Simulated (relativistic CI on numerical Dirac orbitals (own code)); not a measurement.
Slater and spin-orbit integrals, Nb6+

Calculated at this level of theory: Dirac-Coulomb-Breit CI, orbitals from a KLI potential per configuration, model QED, unscaled Slater integrals (own radial code, finite nucleus).

Slater integrals F^k, G^k are unscaled and averaged over j, outside the closed core [Ar] 3d10; ζ comes from projecting the Hamiltonian with its Breit term on Σ l·s of the shell.

- 4s2.4p5: ζ(4p) = 12865 cm⁻¹; <r>(4p) = 1.205, <r^2>(4p) = 1.642 (bohr units).
- 4s2.4p4.4d: F^2(4p,4p) = 87400, ζ(4p) = 13083, F^2(4p,4d) = 76090, G^1(4p,4d) = 95665, G^3(4p,4d) = 59428, ζ(4d) = 966.8 cm⁻¹; <r>(4p) = 1.2, <r^2>(4p) = 1.629, <r>(4d) = 1.44, <r^2>(4d) = 2.373 (bohr units).
- 4s.4p5.4d: G^1(4s,4p) = 116810, ζ(4p) = 13035, G^2(4s,4d) = 71076, F^2(4p,4d) = 76187, G^1(4p,4d) = 95802, G^3(4p,4d) = 59511, ζ(4d) = 976.88 cm⁻¹; <r>(4s) = 1.104, <r^2>(4s) = 1.373, <r>(4p) = 1.198, <r^2>(4p) = 1.626, <r>(4d) = 1.437, <r^2>(4d) = 2.366 (bohr units).

In this model ζ of a weakly bound d, f or g electron outside closed shells comes out too small, for d by up to a factor of two or three and at times with the wrong sign; that of an outer p electron is too small as well.

Averages of the first 10 configurations, taken without configuration mixing, which lowers the lowest level and can move excited configurations by several eV; other configurations of the list can lie among them:

```tsv
Configuration	Parity	States	Average energy above the lowest level (eV)
4s2.4p5	odd	6	1.7
4s.4p6	even	2	32.7
4s2.4p4.4d	even	150	40.8
4s.4p5.4d	odd	120	70.2
4s2.4p4.4f	odd	210	75.5
4s2.4p4.5s	even	30	58.0
4s.4p5.4f	even	168	105.3
4s2.4p4.5p	odd	90	66.7
4s2.4p4.5d	even	150	79.6
4p6.4d	even	10	103.7
```
